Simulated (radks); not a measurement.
The nuclear charge of neutral carbon is varied continuously with 6 electrons held in [He] 2s2 2p2. Calculated with a radial shooting solver on a logarithmic mesh with Libxc functionals: non-relativistic Kohn-Sham, PBE, spin-unpolarised, spherical densities, point nucleus. By the Hellmann-Feynman theorem dE/dZ = E(electron-nucleus)/Z, the electronic potential at the nucleus.

Z = 5.8: E (hartree) -34.87621; E(electron-nucleus)/Z (hartree) -14.0567; HOMO 2p; e(HOMO) (eV) -3.116; <r> HOMO (bohr) 1.978
Z = 5.9: E (hartree) -36.29705; E(electron-nucleus)/Z (hartree) -14.3601; HOMO 2p; e(HOMO) (eV) -4.162; <r> HOMO (bohr) 1.883
Z = 6: E (hartree) -37.74821; E(electron-nucleus)/Z (hartree) -14.6630; HOMO 2p; e(HOMO) (eV) -5.289; <r> HOMO (bohr) 1.800
Z = 6.1: E (hartree) -39.22964; E(electron-nucleus)/Z (hartree) -14.9656; HOMO 2p; e(HOMO) (eV) -6.494; <r> HOMO (bohr) 1.725
Z = 6.2: E (hartree) -40.74133; E(electron-nucleus)/Z (hartree) -15.2680; HOMO 2p; e(HOMO) (eV) -7.776; <r> HOMO (bohr) 1.657
Z = 6.3: E (hartree) -42.28323; E(electron-nucleus)/Z (hartree) -15.5701; HOMO 2p; e(HOMO) (eV) -9.134; <r> HOMO (bohr) 1.595
Z = 6.4: E (hartree) -43.85533; E(electron-nucleus)/Z (hartree) -15.8720; HOMO 2p; e(HOMO) (eV) -10.567; <r> HOMO (bohr) 1.539
Z = 6.5: E (hartree) -45.45762; E(electron-nucleus)/Z (hartree) -16.1737; HOMO 2p; e(HOMO) (eV) -12.074; <r> HOMO (bohr) 1.487
Z = 6.6: E (hartree) -47.09008; E(electron-nucleus)/Z (hartree) -16.4753; HOMO 2p; e(HOMO) (eV) -13.653; <r> HOMO (bohr) 1.439
Z = 6.7: E (hartree) -48.75268; E(electron-nucleus)/Z (hartree) -16.7768; HOMO 2p; e(HOMO) (eV) -15.305; <r> HOMO (bohr) 1.394
Z = 6.8: E (hartree) -50.44543; E(electron-nucleus)/Z (hartree) -17.0782; HOMO 2p; e(HOMO) (eV) -17.030; <r> HOMO (bohr) 1.352
Z = 6.9: E (hartree) -52.16832; E(electron-nucleus)/Z (hartree) -17.3794; HOMO 2p; e(HOMO) (eV) -18.826; <r> HOMO (bohr) 1.313
Z = 7: E (hartree) -53.92132; E(electron-nucleus)/Z (hartree) -17.6806; HOMO 2p; e(HOMO) (eV) -20.693; <r> HOMO (bohr) 1.276

The central difference of E at Z = 6 is -14.663 hartree, to compare with the third column; the second derivative is -3.03 hartree.
